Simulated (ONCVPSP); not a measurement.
# Configuration tests for oxygen (ONCV)

O, optimised norm-conserving Vanderbilt (ONCV), made with ONCVPSP 4.0.1 (PBE, scalar-relativistic). Core [He], reference 2s1.5 2p4.5. Waves: 2s: rc 0.65 bohr, ncon 4, nbas 8, qcut 7.8 1/bohr, 1 projector; 2p: rc 2.15 bohr, ncon 3, nbas 6, qcut 6.9 1/bohr, 3 projectors, debl 3.9 Ha. Local part: polynomial inside 0.50 bohr (lpopt 5, dvloc0 0 Ha). Core correction: none.

Energies are relative to the spin-unpolarised reference configuration 2s1.5 2p4.5; without spin polarisation the order of configurations can differ from experiment.

Task: Give the all-electron excitation energy and the error of the potential for: 2s2 2p4; 2s2 2p3; 2s2 2p2; 2s2 2p0.

Result:

```tsv
valence configuration	charge	ΔE all-electron (eV)	error AE − PS (meV)
2s2 2p4	0	-7.470	-6.0
2s2 2p3	+1	8.960	+245
2s2 2p2	+2	42.546	+1265
2s2 2p0	+4	173.319	+9225
```
